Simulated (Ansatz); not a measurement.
Cu₃⁻. Charge -1, multiplicity 1. Geometry r2SCAN-D4/def2-TZVPD; atoms count from 1.

Cartesian coordinates in Å:
```
Cu 0.400 -2.214 -0.544
Cu -0.400 2.214 0.544
Cu 0.000 0.000 0.000
```

The structure comes from a short search, and lower isomers may exist.

Q: Estimate the Mulliken populations from the PBE0/def2-TZVPD orbitals of Ansatz.

A: 
| atom | charge (e) | d electrons |
| --- | --- | --- |
| Cu1 | 0.21 | 9.96 |
| Cu2 | 0.21 | 9.96 |
| Cu3 | -1.42 | 9.93 |
Mulliken values and Mayer orders depend strongly on the basis. With diffuse functions, as here, like atoms can get unlike values, and bond orders can come out too low or too high.

Q: And the Mayer bond orders between bonded heavy atoms (over 0.3)?

A: Cu1–Cu3 1.06 (2.31 Å); Cu2–Cu3 1.06 (2.31 Å). Values over 0.3 also appear between atoms too far apart for a bond (Cu1–Cu2 0.38 at 4.63 Å); they arise where an orbital or an unpaired electron spreads over both atoms.
